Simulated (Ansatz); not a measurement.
Basis sets compared for Hg₃Te₃H₁₂. The state is a singlet with charge 0. Geometry r2SCAN-D4/def2-SVP. Ansatz on 4 threads of Arm Neoverse V2 on a shared host; times are rough, and most runs start from earlier orbitals.

```xyz
18

Te    1.683   -1.945   -0.487
Hg   -0.951   -3.909    1.122
Te   -2.297   -0.507    1.147
Hg    3.670    0.817   -1.837
Te    0.603    2.450   -0.690
Hg   -2.685    3.113    0.776
H     2.930   -2.663    0.350
H     1.919   -2.985   -1.764
H    -1.663   -4.231   -0.340
H    -0.256   -3.665    2.608
H    -3.816   -0.908    0.596
H    -2.830   -0.583    2.721
H     3.021    0.589   -3.346
H     4.391    1.060   -0.363
H     0.351    3.328   -2.081
H     1.354    3.754    0.019
H    -2.002    3.372    2.265
H    -3.421    2.914   -0.697
```

In the def2 sets Hg, Te take a core potential; there is no spin–orbit coupling. In the singlet geometry the species has come apart into loosely held pieces.

Binding counts from free atoms (Te triplet, Hg singlet, H doublet) in the same basis, without a counterpoise term.

```tsv
level	functions	energy (Eh)	HOMO (eV)	LUMO (eV)	binding per atom (eV)	wall time
PBE-D4/def2-SVP	234	-1271.6220	-5.86	-2.22	1.65	5 s
PBE-D4/def2-TZVPD	423	-1271.7078	-5.92	-2.43	1.70	15 s
PBE0-D4/def2-SVP	234	-1271.5697	-6.88	-1.42	1.63	10 s
```

(1) Estimate the rows for PBE-D4/def2-TZVP, PBE0-D4/def2-TZVP.

Results:

(1) 
| level | functions | energy (Eh) | HOMO (eV) | LUMO (eV) | binding per atom (eV) | wall time |
| --- | --- | --- | --- | --- | --- | --- |
| PBE-D4/def2-TZVP | 351 | -1271.7064 | -5.91 | -2.38 | 1.70 | 8.5 s |
| PBE0-D4/def2-TZVP | 351 | -1271.6520 | -6.89 | -1.59 | 1.68 | 24 s |
